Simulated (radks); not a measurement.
All-electron atom: Lu in [Xe] 4f14 6s2 5f1 (not the ground configuration). Calculated with a radial shooting solver on a logarithmic mesh with Libxc functionals: Dirac Kohn-Sham, PBE, spin-unpolarised, spherical densities, finite nucleus; open shells are shared between the two j in proportion to 2j + 1; Fermi nuclear charge, rms radius 5.37 fm.

Radial electron density D(r) = 4 pi r^2 rho(r):

```
   r/bohr * D(r) (the largest magnitude, 128, reaches the edge; | marks zero)
 0.002045 |       *
 0.002458 |          *
 0.002932 |            *
 0.003496 |                *
 0.004168 |                   *
 0.005011 |                        *
 0.005975 |                            *
 0.007124 |                                 *
 0.008496 |                                     *
  0.01021 |                                        *
  0.01218 |                                         *
  0.01452 |                                         *
  0.01731 |                                        *
  0.02081 |                                      *
  0.02482 |                                     *
  0.02959 |                                     *
  0.03529 |                                         *
  0.04208 |                                               *
  0.05058 |                                                    *
  0.06031 |                                                      *
  0.07192 |                                                   *
  0.08576 |                                              *
   0.1031 |                                         *
   0.1229 |                                           *
   0.1466 |                                               *
   0.1748 |                                                 *
   0.2101 |                                         *
   0.2505 |                              *
   0.2987 |                        *
   0.3562 |                         *
   0.4282 |                            *
   0.5106 |                          *
   0.6088 |                    *
    0.726 |             *
   0.8727 |        *
    1.041 |      *
    1.241 |    *
     1.48 |  *
    1.764 | *
    2.121 |*
    2.529 |*
    3.016 *
    3.596 *
    4.322 *
    5.154 *
    6.146 *
    7.329 *
    8.809 *
     10.5 *
    12.53 *
    14.94 *
    17.95 *
    21.41 *
    25.53 *
    30.44 *
    36.59 *
```

D(r) has 5 maxima, at r = 0.0133, 0.0594, 0.165, 0.446, 16.2 bohr, and minima at 0.0258, 0.107, 0.316, 7.81 bohr, inside which lie 2.02, 11.09, 29.80, 70.03 electrons.
